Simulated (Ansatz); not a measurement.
**Which method gave which barrier?**

Saddle point of SnH4S, closed shell (SnH₂S ([SH][SnH]) + H₂ → SnH₄S ([SH2][SnH2]); bonds formed: Sn1–H5, S2–H3; bonds broken: H3–H5), PBE0-D4/def2-TZVP structure:

Sn1  (-0.116, 1.288, 0.661)
S2  (0.985, -1.065, -0.061)
H3  (-0.515, -0.516, -0.383)
H4  (0.434, 1.830, -0.931)
H5  (-1.352, 0.185, -0.317)
H6  (0.563, -1.723, 1.031)
(Å)

Ansatz 0.2.0; basis: def2-TZVPP, with def2-QZVPP for the basis limit; cores frozen in the correlated methods. Filled d shells of the heavier atoms are correlated. Core potentials replace the inner electrons of the atoms past krypton. The def2 sets are not built for correlating such inner shells, so the correlated values are less sure here. Extrapolation: Hartree–Fock as exp(−7.88 √X), correlation as X^−2.97. Four methods, as single points on the PBE0-D4 structures, gave these electronic barriers from the start structure: 21.48, 23.43, 25.97, 36.93 kcal/mol.

Q: The methods were, in alphabetical order, BLYP-D4, HF, MP2, PBE0-D4. Which gave which? (A judgement: the text doesn't fix the answer.)

A: By the calculation: PBE0-D4 21.48; BLYP-D4 23.43; MP2 25.97; HF 36.93 kcal/mol. For comparison, CCSD(T) at an estimated basis limit (MP2 extrapolated from triple and quadruple zeta, plus CCSD(T) − MP2 in triple zeta) gives 25.98 kcal/mol.

T1 diagnostic: at most 0.016.

Labels in which every atom is bracketed show which atoms are joined, not bond orders.

For scale, one of the runs: CCSD(T)/def2-TZVPP, 148 basis functions, launched by `ansatz run in.yaml --threads 2 --pin off --events-out ev --progress --plain --max-ram 4352MiB`. Hardware: 2 CPU threads of an Arm Neoverse V2, shared host. Wall time 18 s; peak host memory 0.99 GiB.
